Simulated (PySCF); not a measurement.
C8H4F2S2, SMILES c1sc(cc1F)-c1c(ccs1)F. Atoms are numbered in the order given.

```xyz
16

F      1.2905    -3.8170     0.0000
C      0.4686    -2.7656     0.0000
C     -0.8969    -2.8786     0.0000
S     -1.6287    -1.3099     0.0000
C     -0.0714    -0.5089     0.0000
C      0.0278     0.9351     0.0000
S     -1.3709     1.9871     0.0000
C     -0.3873     3.4106     0.0000
C      0.9516     3.1151     0.0000
C      1.1716     1.7122     0.0000
F      2.4028     1.1902     0.0000
C      0.9582    -1.4321     0.0000
H     -1.4932    -3.7876     0.0000
H     -0.8579     4.3918     0.0000
H      1.7575     3.8484     0.0000
H      2.0142    -1.1726     0.0000
```
Charge 0, spin multiplicity 1.

Geometry: B3LYP-D3(BJ)/def2-SVP. One conformer was computed; it need not be the lowest.

Two levels are set side by side: PBE/pcSseg-1 (PySCF) and B3LYP/pcSseg-1 (PySCF). GIAO shifts against CFCl3 (¹⁹F), H2S (³³S), TMS (¹H), TMS (¹³C) at the same level; non-relativistic, no solvent, atoms listed together averaged. Differences are taken from unrounded values.

| quantity | PBE |
|---|---|
| δ(¹⁹F) of F1 (ppm) | -149.1 |
| δ(¹³C) of C2 (ppm) | 168.6 |
| δ(¹³C) of C3 (ppm) | 106.4 |
| δ(³³S) of S4 (ppm) | 407.2 |
| δ(¹³C) of C5 (ppm) | 140.6 |
| δ(¹³C) of C6 (ppm) | 126.8 |
| δ(³³S) of S7 (ppm) | 419.1 |
| δ(¹³C) of C8 (ppm) | 125.9 |
| δ(¹³C) of C9 (ppm) | 123.8 |
| δ(¹³C) of C10 (ppm) | 164.1 |
| δ(¹⁹F) of F11 (ppm) | -150.3 |
| δ(¹³C) of C12 (ppm) | 118.5 |
| δ(¹H) of H13 (ppm) | 6.47 |
| δ(¹H) of H14 (ppm) | 6.91 |
| δ(¹H) of H15 (ppm) | 7.02 |
| δ(¹H) of H16 (ppm) | 7.50 |

Q: These are the PBE values. What does B3LYP give? (Estimate from the structure and the level; the computed values follow.)

A: 
| quantity | B3LYP | PBE minus B3LYP |
|---|---|---|
| δ(¹⁹F) of F1 (ppm) | -140.0 | -9.2 |
| δ(¹³C) of C2 (ppm) | 171.2 | -2.6 |
| δ(¹³C) of C3 (ppm) | 111.6 | -5.2 |
| δ(³³S) of S4 (ppm) | 401.1 | 6.1 |
| δ(¹³C) of C5 (ppm) | 147.0 | -6.4 |
| δ(¹³C) of C6 (ppm) | 131.6 | -4.9 |
| δ(³³S) of S7 (ppm) | 413.3 | 5.8 |
| δ(¹³C) of C8 (ppm) | 132.6 | -6.6 |
| δ(¹³C) of C9 (ppm) | 126.7 | -2.9 |
| δ(¹³C) of C10 (ppm) | 166.7 | -2.6 |
| δ(¹⁹F) of F11 (ppm) | -140.2 | -10.1 |
| δ(¹³C) of C12 (ppm) | 122.2 | -3.7 |
| δ(¹H) of H13 (ppm) | 6.61 | -0.15 |
| δ(¹H) of H14 (ppm) | 7.05 | -0.13 |
| δ(¹H) of H15 (ppm) | 7.07 | -0.05 |
| δ(¹H) of H16 (ppm) | 7.57 | -0.07 |

Rough cost on one machine, each run with all the roots and properties that it gave: B3LYP against PBE within a factor of 2.
